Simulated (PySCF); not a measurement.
## A small calculation by hand: oscillator strength and radiative lifetime

Si(F)2(OH)(OMe) (CH4F2O2Si), SMILES O[Si](F)(F)OC.

Geometry: PBE0-D3(BJ)/def2-SVP. The structure was generated by enumeration, and PubChem lists no compound with its InChIKey, so it may never have been made. The values are those of a single conformer.

PySCF with TDA-M06-2X/def2-SVPD puts the first singlet state with f over 0.02 at 9.29 eV (vertical), with the transition dipole (0.060, 0.156, 0.440) in atomic units.

Find the oscillator strength, the wavelength and the radiative lifetime that this transition would have in vacuum if emission retraced absorption.


|μ|² = 0.2215 au, so |μ| = 1.20 D. ΔE = 9.29/27.211 = 0.3414 hartree. f = (2/3) ΔE |μ|² = 0.050 (the program prints 0.050).
λ = 1239.84/9.29 = 133 nm; ν = 74929 cm⁻¹.
Einstein's coefficient A = 0.6670 ν² f s⁻¹ (ν in cm⁻¹) = 1.9e8 s⁻¹, so τ = 1/A = 5.3 ns. This state is S4; the lower singlets have f = 0.001, 0.008, 0.018. The figure is the radiative limit of this one transition; relaxation, internal conversion, crossing to triplets and a medium change what is measured.
